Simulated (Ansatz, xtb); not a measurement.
## Relaxing a trial structure of CH3CuN

The starting geometry of this gas-phase doublet was built from a drawn formula by distance geometry and a force field; its bonds are those of `[NH][CH2][Cu]`.

| atom | x (Å) | y (Å) | z (Å) |
| --- | --- | --- | --- |
| C | -1.3190 | 2.0669 | 0.7283 |
| Cu | -2.0379 | 0.3182 | 1.9569 |
| N | -1.0799 | 1.8664 | -0.6610 |
| H | -2.0084 | 1.5718 | -1.1074 |
| H | -1.9848 | 2.9460 | 0.8728 |
| H | -0.3614 | 2.1929 | 1.2475 |

Predict what it relaxes into with r2SCAN-D4/def2-SVP.

A new bond forms, giving a structure given below by its coordinates. Distances that change by over a tenth: C1–Cu2 (2.25 → 2.01 Å). Contacts that close: Cu2–N3 (3.19 → 2.08 Å).

The energy falls by 1.15 eV over 11 steps:

| step | E − E(last) (eV) |
| --- | --- |
| 1 | 1.146 |
| 2 | 0.539 |
| 3 | 0.280 |
| 4 | 0.232 |
| 5 | 0.096 |
| 7 | 0.024 |
| 8 | 0.003 |
| 9 | 0.001 |
| 10 | 0.000 |
| 11 | 0.000 |

Final geometry (Å):

```yaml
atoms:
  - { symbol: C, position_ang: [-1.2657, 2.2159, 0.7248] }
  - { symbol: Cu, position_ang: [-1.8782, 0.4099, 1.3495] }
  - { symbol: N, position_ang: [-1.2285, 1.4300, -0.3446] }
  - { symbol: H, position_ang: [-2.0619, 1.5984, -0.9224] }
  - { symbol: H, position_ang: [-1.9927, 3.0360, 0.8715] }
  - { symbol: H, position_ang: [-0.3644, 2.2721, 1.3584] }
```

From the same start GFN2-xTB reaches the same bonding as this run.

No frequencies were run, so the end isn't proven a minimum. Open shells are spin-unrestricted. Run with Ansatz 0.2.0, 50 s on 1 thread of Intel(R) Xeon(R) 6975P-C (Granite Rapids) (shared host).
